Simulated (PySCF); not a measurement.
## Where the electron goes

Compound: [SnF5]- (charge -1).
Structure used (PBE0-D3(BJ)/def2-SVP), in Å, numbered top down from 1:
```xyz
6
SnF5 angstrom
Sn    -0.003   -0.001    0.000
F     -0.031   -0.010    1.955
F      0.009    0.005   -1.955
F      1.941    0.017    0.019
F     -0.966    1.689   -0.003
F     -0.950   -1.700   -0.016
```

Computed with TDDFT CAM-B3LYP/def2-SVPD, vertical, gas phase, core orbitals frozen in the response, def2 core potentials past Kr in PySCF. Spin–orbit coupling is left out.

Frontier orbitals with the atoms that hold most of them (Löwdin shares over 4%, at most four atoms; ? is withheld):

```json
{"orbital": "LUMO+2", "ε (eV)": "6.15", "atoms": "Sn1 32%, F4 23%, F5 16%, F6 13%"}
{"orbital": "LUMO+1", "ε (eV)": "5.77", "atoms": "Sn1 54%, F2 10%, F3 10%, F4 9%"}
{"orbital": "LUMO", "ε (eV)": "?", "atoms": "Sn1 52%, F6 10%, F5 10%, F4 10%"}
{"orbital": "HOMO", "ε (eV)": "-7.64", "atoms": "F3 32%, F2 32%, F6 19%, F5 16%"}
{"orbital": "HOMO-1", "ε (eV)": "-7.66", "atoms": "F3 32%, F2 32%, F4 23%, F5 8%"}
{"orbital": "HOMO-2", "ε (eV)": "-7.91", "atoms": "F3 29%, F2 29%, F6 12%, F5 12%"}
{"orbital": "HOMO-3", "ε (eV)": "-7.95", "atoms": "F2 43%, F3 43%, F6 6%, F5 5%"}
```

(1) What is the LUMO energy, and the HOMO–LUMO gap?

## Answers

(1) ε(LUMO) = 3.16 eV; the gap is 10.81 eV (0.3972 hartree).

Question: The HOMO–LUMO gap is 10.81 eV. Where does the response calculation put the lowest singlet, and from which orbitals?

Answer: S1 is at 6.98 eV (f = 0.0000), 3.83 eV below the gap, made of HOMO→LUMO (94%). Without the coupling terms of the response equations the lowest excitation would equal the gap.

Next come S2 at 7.00 eV (f 0.0000), HOMO-1→LUMO (94%); S3 at 7.37 eV (f 0.021), HOMO-4→LUMO (87%); S4 at 7.37 eV (f 0.023), HOMO-3→LUMO (88%); S5 at 7.67 eV (f 0.0000), HOMO-6→LUMO (92%).

Orbitals of the list HOMO-3 to LUMO+2 that lie within 0.01 eV of each other are written together with a slash and their weights summed (≥ marks a lower bound); for degenerate orbitals outside that list single weights are arbitrary.

Löwdin shares depend on the basis, the more so with diffuse functions.
